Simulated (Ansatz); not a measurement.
Rb₂Cl, relaxed as a doublet with UKS PBE-D4/def2-TZVP in Ansatz, starting from the GFN1-xTB geometry. Force threshold 0.02 eV/Å.

In the def2 sets Rb takes a core potential; there is no spin–orbit coupling. The structure comes from a short search, and lower isomers may exist.

Start:

```xyz
3

Rb    1.715    0.962    0.696
Rb   -2.074    0.211   -0.094
Cl    0.359   -1.173   -0.602
```

| step | energy (eV) | largest force component (eV/Å) | SCF passes |
| --- | --- | --- | --- |
| 1 | -13831.6027 | 0.846 | 28 |
| 2 | -13831.7445 | 0.259 | 31 |
| 3 | -13831.7574 | 0.048 | 32 |
| 4 | -13831.7619 | 0.013 | 30 |

Force components are those of the run's own axes.

End:

```csv
atom,x (Å),y (Å),z (Å)
Rb1,1.957,1.013,0.748
Rb2,-2.317,0.166,-0.144
Cl3,0.360,-1.179,-0.605
```

By distances, no bond broke or formed. The bond that changes most is Rb1–Cl3, from 2.84 to 3.03 Å (atoms count from 1).

No frequencies were taken in this run, so the end may be a saddle point.

Hardware: 4 threads of AMD EPYC 9B45 on a shared host. Wall time 3.5 s.
